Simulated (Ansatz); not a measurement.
```yaml
crystal:
  periodic: [true, true, true]
  atoms:
    - {symbol: B, position_ang: [-0.809861, 1.210494, 0.959766]}
    - {symbol: N, position_ang: [-0.135301, 0.225311, 0.215612]}
    - {symbol: Si, position_ang: [0.232219, -1.510210, 0.271465]}
    - {symbol: Si, position_ang: [0.846286, 0.028939, -1.213529]}
    - {symbol: Cl, position_ang: [-0.103192, 0.311546, -3.003322]}
    - {symbol: H, position_ang: [-0.834846, 2.341002, 0.560062]}
    - {symbol: H, position_ang: [-1.348905, 0.909444, 1.988787]}
    - {symbol: H, position_ang: [-0.926708, -2.408578, 0.053849]}
    - {symbol: H, position_ang: [1.055394, -1.957371, 1.421912]}
    - {symbol: H, position_ang: [2.108015, 0.798324, -1.251603]}
basis:
  gaussian: {orbitals: def2-TZVPD, nuclear_model: gaussian}
total_charge: 1
magnetization: {spin_polarized: true, initial_magnetization: 1}
hamiltonian: {xc: {name: HSE06}, dispersion: d3bjatm}
scf: {lower_state_search: full}
output: {forces: true}
```

```sh
$ ansatz run in.yaml --threads 4 --pin off --events-out ev --progress --plain --max-ram 10444MiB
```

(1) How does Ansatz answer? (An estimate is asked.)

## Answers

(1) Computed: The program refused the input.
```
Error: YAML parse error: error: line 2 column 3: crystal: missing field `lattice` (a structure is typed as `lattice` and `atoms`, a molecule's as `atoms` in Å alone, or read from a run's directory, `checkpoint`)
 --> <input>:2:3
1 | crystal:
2 |   periodic: [true, true, true]
3 |   atoms:
4 |     - {symbol: B, position_ang: [-0.809861, 1.210494, 0.959766]}
```

HSE06 is defined as in plane-wave codes.
